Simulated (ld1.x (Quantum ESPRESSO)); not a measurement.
## u(r) = r·R(r): atom against pseudo-atom (Os (Z = 76))

Columns: radius, all-electron u(r) and pseudo u(r) of the 6s shell (level -5.78 eV) of osmium in the configuration [Kr] 4d10 4f14 5s2 5p6 5d6.5 6s1.5 6p0; PBE, scalar-relativistic, PAW scheme, ld1.x (Quantum ESPRESSO) 7.5.

```csv
r (bohr),all-electron,pseudo
0.202,0.0387,-0.1140
0.404,-0.1478,-0.2249
0.606,0.1799,-0.3294
0.808,0.3036,-0.4248
1.010,0.1964,-0.5088
1.212,-0.0053,-0.5795
1.414,-0.2100,-0.6358
1.616,-0.3787,-0.6771
1.818,-0.5018,-0.7033
2.020,-0.5825,-0.7153
2.222,-0.6283,-0.7141
2.424,-0.6468,-0.7014
2.626,-0.6451,-0.6791
2.828,-0.6287,-0.6492
3.030,-0.6023,-0.6140
3.232,-0.5693,-0.5753
3.434,-0.5324,-0.5350
3.636,-0.4937,-0.4945
3.838,-0.4546,-0.4547
4.040,-0.4163,-0.4163
4.242,-0.3795,-0.3795
4.444,-0.3446,-0.3446
4.646,-0.3120,-0.3120
4.848,-0.2816,-0.2816
5.050,-0.2536,-0.2536
5.252,-0.2279,-0.2279
```

Task: How many radial nodes do the two functions have?

Result: The all-electron 6s function has n − l − 1 = 5 (the table is too coarse to show those close to the nucleus); the pseudo-wave has 0, since the states of the same l below it are removed with the core.

Task: At about which radius was the pseudo-wave matched?

Result: 4.04 bohr, where the columns begin to agree (steps of 0.20 bohr).

Task: Is the pseudo-wave norm-conserving?

Result: No, it belongs to a PAW set: the norm inside the radius is not constrained, and the difference is carried by the augmentation charge.
